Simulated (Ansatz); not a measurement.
Basis sets compared for AlI₃. Total charge 0; singlet. Geometry r2SCAN-D4/def2-SVP. Ansatz on 4 threads of Arm Neoverse V1 on a shared host; times are rough, and most runs start from earlier orbitals.

```
atom   x (Å)   y (Å)   z (Å)
 Al1   0.000   0.000   0.000
  I2  -2.416  -0.459  -0.037
  I3   0.815   2.258   0.535
  I4   1.601  -1.799  -0.498
```

In the def2 sets I takes a core potential, while STO-3G treats all electrons; there is no spin–orbit coupling.

STO-3G and 6-31G are all-electron sets without relativity, so their totals don't compare with the def2 sets.

Binding counts from free atoms (Al doublet, I doublet) in the same basis, without a counterpoise term.

```json
{"level": "HF/STO-3G", "functions": "90", "energy (Eh)": "-20791.3204", "HOMO (eV)": "-7.87", "LUMO (eV)": "4.98", "binding per atom (eV)": "–", "wall time": "1 s"}
{"level": "PBE-D4/def2-SVP", "functions": "96", "energy (Eh)": "-1135.4679", "HOMO (eV)": "-6.56", "LUMO (eV)": "-2.67", "binding per atom (eV)": "2.44", "wall time": "0.95 s"}
{"level": "PBE0-D4/def2-SVP", "functions": "96", "energy (Eh)": "-1135.5725", "HOMO (eV)": "-7.72", "LUMO (eV)": "-1.96", "binding per atom (eV)": "2.42", "wall time": "1.6 s"}
```

Estimate the rows for HF/def2-TZVP, PBE-D4/def2-TZVP, PBE0-D4/def2-TZVP (with forces).


| level | functions | energy (Eh) | HOMO (eV) | LUMO (eV) | binding per atom (eV) | wall time |
| --- | --- | --- | --- | --- | --- | --- |
| HF/def2-TZVP | 187 | -1132.1084 | -10.17 | 0.92 | 1.76 | 3.3 s |
| PBE-D4/def2-TZVP | 187 | -1135.5837 | -6.61 | -2.72 | 2.45 | 1.8 s |
| PBE0-D4/def2-TZVP (with forces) | 187 | -1135.6858 | -7.74 | -1.98 | 2.43 | 4.9 s |
